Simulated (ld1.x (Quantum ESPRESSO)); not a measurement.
Ranking TM semilocal potentials for Be (Z = 4)

All share these settings but for the change named:

- Element: Be (Z = 4)
- Generator: ld1.x (Quantum ESPRESSO) 7.5
- Type: norm-conserving Troullier–Martins (semilocal form)
- Functional: LDA (PZ)
- Relativity: scalar-relativistic
- Frozen core: [He]
- Valence charge: 2
- Reference configuration: 2s2 2p0
- Partial waves: 2s (bound): rc 1.75 bohr; 2p (bound, empty): rc 4.20 bohr
- Local potential: the p channel
- Core correction: none

Cutoff: the first of the cutoffs (Ry, on a coarse ladder) from which the occupation-weighted sum of valence levels, in a spherical-Bessel basis at the reference potential, stays within 10 and 1 mRy of its value at 400 Ry; the density cutoff is not measured.

The base gives 10 Ry.

Of 8 variants that were run, those that failed, showed a ghost or another fault, or gave nearly equal values are left out.

A variant can come out equal or close to the base.

Rank these variants from softest to hardest (loose cutoff).
A. wave 2s (bound): rc 1.75 bohr becomes 2s (bound): rc 2.24 bohr
B. wave 2s (bound): rc 1.75 bohr becomes 2s (bound): rc 2.64 bohr
C. wave 2s (bound): rc 1.75 bohr becomes 2s (bound): rc 1.18 bohr
D. wave 2s (bound): rc 1.75 bohr becomes 2s (bound): rc 1.38 bohr

B (6 Ry), A (8 Ry), D (10 Ry), C (45 Ry).
